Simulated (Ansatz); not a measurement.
Ansatz (a program for electronic structure) input (RPA@PBE/def2-QZVPP):
A basis named .json is the Basis Set Exchange file of that set.

Ansatz 0.2 input:
```yaml
crystal:
  periodic: [false, false, false]
  atoms:
    - {symbol: Si, position_ang: [0.00405578, -0.74173771, 0.03312218]}
    - {symbol: Br, position_ang: [-0.08803711, 0.52170067, -1.81712894]}
    - {symbol: Br, position_ang: [0.08145254, 0.68251338, 1.76335495]}
    - {symbol: N, position_ang: [1.38017231, -1.71135397, 0.21874984]}
    - {symbol: N, position_ang: [-1.36130597, -1.73900050, -0.06467480]}
    - {symbol: H, position_ang: [1.56693502, -2.44897016, -0.44345118]}
    - {symbol: H, position_ang: [2.22132890, -1.33523224, 0.62543835]}
    - {symbol: H, position_ang: [-2.20631908, -1.40982626, -0.50285819]}
    - {symbol: H, position_ang: [-1.54033008, -2.41665370, 0.66072486]}
basis:
  gaussian:
    orbitals: def2-QZVPP.json
hamiltonian:
  xc: pbe
magnetization: {spin_polarized: false}
correlation: {method: rpa, electrons: outside_noble_gas}
```

End of the output:

```
integrals: 3.91 GiB planned
3003 factors; integrals over basis functions are off by at most 7.5e-4 eV
mean field: 6.66 GiB planned
mean field evaluation 1: about -150977.3748 eV, gradient 1.0e2 eV
mean field evaluation 2: about -150977.3718 eV, gradient 1.0e2 eV
mean field evaluation 4: about -150993.6411 eV, gradient 3.3e1 eV
mean field evaluation 8: about -150996.7581 eV, gradient 6.9e-1 eV
mean field evaluation 16: about -150996.7585 eV, gradient 3.8e-4 eV
mean field -150996.75850862 eV, -5549.0285259128 hartree, gradient 4.5e-6 eV, S^2 0.000000; 0 other end points of the search recorded, 0 dependent functions left out
35 core orbitals not correlated
reference -150894.54264625 eV, -5545.2721622553 hartree; 16, 16 occupied and 431, 431 virtual orbitals, 3003 factors
Total energy: -150936.58687844 eV, -5546.8172592895 hartree
```
